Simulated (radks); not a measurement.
Problem. The oxygen anion O2-, [Ne], held by a Watson sphere: a shell of charge +2 at radius R that stands for the Madelung well of a crystal (potential energy -2/R inside, -2/r outside, in hartree with lengths in bohr). Method: non-relativistic Kohn-Sham, LB94 model potential, spin-unpolarised, spherical densities, point nucleus; computed with a radial shooting solver on a logarithmic mesh with Libxc functionals. Response by self-consistent Sternheimer equations with the Hartree and adiabatic LDA kernel. The sphere does not respond.

R (bohr)  e(1s) (eV)  e(2s) (eV)  e(2p) (eV)  <r> 2p (bohr)  sum of <r^2> (bohr^2)  X-ray form factor at sin(theta)/lambda = 0.1 1/angstrom  alpha (bohr^3)
1.81         -532.51     -27.873     -13.864          1.416                  19.68                                                    8.721           10.59
2.33         -531.51     -25.083     -11.450          1.518                  22.70                                                    8.569           16.73
3.02         -529.89     -22.450      -8.968          1.624                  26.31                                                    8.415           28.89
3.34         -529.19     -21.521      -8.050          1.665                  27.88                                                    8.358           36.47

Estimate the row for R = 1.69 bohr.

Solution. e(1s) (eV) -532.64; e(2s) (eV) -28.641; e(2p) (eV) -14.491; <r> 2p (bohr) 1.389; sum of <r^2> (bohr^2) 18.93; X-ray form factor at sin(theta)/lambda = 0.1 1/angstrom 8.762; alpha (bohr^3) 9.476.
